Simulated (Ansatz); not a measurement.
`[Cl][Zn]` radical at its PBE0-D4/def2-TZVP geometry, where that method's forces vanish. The species carries charge 0 and has multiplicity 2.

```csv
atom,x (Å),y (Å),z (Å)
Cl1,0.1853,-0.5929,0.8830
Zn2,-0.1853,0.5929,-0.8830
```

Q: For each bond, give half the difference of the two atoms' forces along it (eV/Å; positive pushes the atoms apart) under PBE-D4, r2SCAN-D4, B3LYP-D4, ωB97M-V in def2-TZVPP. (Estimate.)

A: Computed: 
| bond | length (Å) | PBE-D4 | r2SCAN-D4 | B3LYP-D4 | ωB97M-V |
| --- | --- | --- | --- | --- | --- |
| Cl1–Zn2 | 2.159 | 0.15 | -0.15 | 0.28 | -0.03 |

B3LYP here is the variant with VWN-RPA as its local correlation; programs differ in this.
